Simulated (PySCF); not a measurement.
Successive ionisation energies of bismuth

Calculated with PySCF 2.14, two-component X2C-1e (Gaussian nucleus, no Breit or QED terms), each ion in its own even-tempered basis; GMP2 freezes the deep shells of the larger ions and drops the highest virtual spinors; eV.

```csv
ion,configuration,GHF (spin-free),GHF (screened spin-orbit),GMP2 (screened spin-orbit),NIST,kind
Bi⁷³⁺,[Ne],20809.5,20150.8,20152.5,20130 ± 90,theoretical
Bi⁷⁴⁺,[He] 2s2 2p5,21185.9,20528.2,20529.9,20500 ± 90,theoretical
Bi⁷⁵⁺,[He] 2s2 2p4,21565.2,20940.4,20940.9,20920 ± 100,theoretical
Bi⁷⁶⁺,[He] 2s2 2p3,22069.3,21324.7,21325.1,21300 ± 110,theoretical
Bi⁷⁷⁺,[He] 2s2 2p2,22456.0,24197.1,24199.2,24150 ± 120,theoretical
Bi⁷⁸⁺,[He] 2s2 2p1,22845.9,24671.8,24669.0,24640 ± 120,theoretical
Bi⁷⁹⁺,[He] 2s2,25302.5,25302.5,25309.2,25260 ± 140,theoretical
Bi⁸⁰⁺,[He] 2s1,25696.6,25696.6,25696.9,25656.9 ± 0.4,theoretical
Bi⁸¹⁺,1s2,102538.6,102538.6,102540.8,102251.8 ± 0.4,theoretical
Bi⁸²⁺,1s1,104318.1,104318.1,104318.1,104133.4 ± 0.3,theoretical
```

(1) Where is the largest relative jump?

Results:

(1) From Bi⁸⁰⁺ to Bi⁸¹⁺: 25696.9 to 102540.8 eV, where the electron removed from 1s2 comes from a deeper shell or subshell.
